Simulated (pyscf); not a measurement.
# `[F][Ga]([Cl])[Cl]`, singlet

Gas-phase minimum from PySCF at ωB97X-D3(BJ)/def2-SVP, one conformer. 

```xyz
4

F     -0.0734     0.2061     1.2030
Ga    -1.1945    -0.4988     0.0800
Cl    -0.7951    -2.4310    -0.6634
Cl    -2.8942     0.6168    -0.4787
```
Charge 0, spin multiplicity 1.

Bonded distances (Å): F1–Ga2 1.736, Ga2–Cl3 2.108, Ga2–Cl4 2.108. Bond angles (°): F1–Ga2–Cl3 118.5, F1–Ga2–Cl4 118.5, Cl3–Ga2–Cl4 123.0.

Properties at ωB97X-D3(BJ)/def2-SVP:

```json
{
  "harmonic_wavenumbers_unscaled": "126, 163, 177, 419, 498, 743 cm⁻¹",
  "zero_point_energy": "3.0 kcal/mol",
  "rotational_symmetry_number": "2",
  "Entropy of this conformer at 298 K and 1 atm, rigid rotor and harmonic oscillator, modes under 100 cm⁻¹ raised to 100": "322.6 J/(mol K)",
  "dipole_moment": "0.72 D"
}
```

Single-point totals, which compare only within one level (frozen core for MP2 and CC):

| level | total energy (hartree) |
|---|---|
| ωB97X-D3(BJ)/def2-TZVP | -2945.30116 |
| PBE/def2-TZVP | -2944.56328 |
| r²SCAN/def2-TZVP | -2945.21642 |
| B3LYP-D3(BJ)/def2-TZVP | -2945.40701 |
| PBE0-D3(BJ)/def2-TZVP | -2944.67822 |
| M06-2X/def2-TZVP | -2945.26591 |
| ωB97M-D3(BJ)/def2-TZVP | -2945.46884 |
| HF/def2-TZVPP | -2941.92484 |
| MP2/def2-TZVPP | -2942.76135 |
| CCSD/def2-TZVPP | -2942.78344 |
| CCSD(T)/def2-TZVPP | -2942.81718 |

The CCSD(T) − MP2 part came from Ansatz, without density fitting, on the same reference. The frozen core leaves the outer d or s,p core shells of the metals and heavy elements correlated in the MP2 and CC values, and def2-TZVPP describes them poorly, so these totals are far from the basis limit. Elements up to Kr have no core potential and no relativistic terms here.
